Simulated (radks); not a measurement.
Task: Excited configurations of neutral helium: one electron is placed in a higher orbital outside 1s1. The ground configuration is [He]. Calculated with a radial shooting solver on a logarithmic mesh with Libxc functionals: scalar-relativistic Kohn-Sham, PBE, spin-unpolarised, spherical densities, finite nucleus; Gaussian nuclear charge, rms radius 1.6755 fm. Excitation = E - E(ground); binding = E(ion) - E, where the ion is the core of charge +1; n* = 1/sqrt(2 binding) in atomic units, and the quantum defect is n - n*.

| outer orbital | excitation (eV) | binding (eV) | n* | quantum defect | eigenvalue (eV) | <r> (bohr) |
|---|---|---|---|---|---|---|
| 2p | 23.443 | 3.522 | 1.965 | 0.035 | -1.563 | 4.887 |
| 3s | 24.951 | 2.014 | 2.599 | 0.401 | -1.196 | 10.53 |
| 4f | 26.059 | 0.906 | 3.875 | 0.125 | -0.438 | 17.57 |
| 5s | 26.241 | 0.724 | 4.335 | 0.665 | -0.475 | 30.62 |

Estimate the row for 4s.

Result: excitation (eV) 25.835; binding (eV) 1.130; n* 3.470; quantum defect 0.530; eigenvalue (eV) -0.713; <r> (bohr) 19.20. The Delta-SCF ionisation energy is 26.965 eV (NIST Atomic Spectra Database: 24.587 eV, measured). Self-interaction in the functional shifts the binding energies and quantum defects, so they are the method's values and not measured ones. Spin polarisation and multiplet splitting are left out, so open shells lie too high by an amount that depends on their filling.

Beside tabulated values, note that spin-unpolarised runs miss the spin-polarisation part of the exchange energy of open shells.
